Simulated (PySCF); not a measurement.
Atoms are numbered as in `[CH3:1][P@:2]1(=[N:3][SiH3:4])[CH:5]=[C:6]([F:7])[CH:8]=[C:9]1[SiH3:10]`; H(Xn) means a hydrogen on atom n.

- NMR shieldings at PBE0/pcSseg-1/GIAO
- structure optimised with GFN2-xTB
- program: PySCF 2.14
- one averaged value for each set of equivalent atoms, one computed conformer, no relativistic terms, isolated molecule

Chemical shifts δ = σref − σ; ¹³C (σref 186.93) against TMS, all at this level.

Do the ¹³C shifts follow the atomic charges (in e)? Tabulate both.

## Answers


```csv
atoms,hybridisation,δ (ppm),σ para (ppm),Hirshfeld,IAO,Mulliken,ESP-fitted
C6,sp2,178.0,-247,+0.10,+0.30,+0.34,+0.38
C9,sp2,152.9,-239,-0.13,-0.50,-0.62,-0.36
C8,sp2,149.9,-218,-0.04,-0.14,-0.04,-0.13
C5,sp2,114.1,-199,-0.13,-0.49,-0.42,-0.61
C1,sp3,19.3,-89,-0.16,-0.67,-0.42,-0.73
```

Correlation coefficients of δ with charge over these carbons: Hirshfeld +0.69, IAO +0.74, Mulliken +0.48, ESP-fitted +0.80; with the paramagnetic shielding -0.99. Among the 4 sp2 carbons alone: Hirshfeld +0.80, IAO +0.79, Mulliken +0.65, ESP-fitted +0.92. With so few points, grouped by hybridisation, these coefficients are fragile. Charge is one influence among several: hybridisation and low-lying excitations act through the paramagnetic term.

Shifts are as computed. Against solution values, carbons near 30 ppm lie about +3 ppm off and those near 130 ppm about +5 ppm. Of 1211 compounds with measured shifts, 218 miss one by over three times the rms of a fit or turn the order of signals round; such compounds aren't used in these exercises.
